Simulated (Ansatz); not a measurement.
System: H2SiO2, charge 0, singlet. H2SiO2 (SMILES [Si](O)O).
B3LYP-D3(BJ)/def2-TZVP minimum from Ansatz (a first-principles code):
```xyz
5

Si     0.1523    -0.4055     0.4458
O      1.0984     0.8066    -0.1474
H      0.7390     1.3704    -0.8451
O     -1.2135    -0.1717    -0.4854
H     -1.9505    -0.7719    -0.3334
```
Charge 0, spin multiplicity 1.

Total energies in cc-pV(T+d)Z, 18 correlated electrons, 7 frozen orbitals. Open shells are spin-unrestricted; no spin-orbit coupling. Cores are frozen in correlated methods. No relativity.

```json
[
 {"method": "HF", "program": "Ansatz", "energy (Eh)": "-439.97135", "minus CCSDT(Q) (mEh)": "623.25"},
 {"method": "MP2", "program": "Ansatz", "energy (Eh)": "-440.55791", "minus CCSDT(Q) (mEh)": "36.70"},
 {"method": "CCSD", "program": "Ansatz", "energy (Eh)": "-440.57051", "minus CCSDT(Q) (mEh)": "24.10"},
 {"method": "CCSD(T)", "program": "Ansatz", "energy (Eh)": "-440.59302", "minus CCSDT(Q) (mEh)": "1.58"},
 {"method": "CCSDT(Q)", "program": "Ansatz", "energy (Eh)": "-440.59461", "minus CCSDT(Q) (mEh)": "0.00"}
]
```

Rough core times of Ansatz's runs on a shared machine: CCSD(T) under 20 s, CCSDT(Q) 70 min.
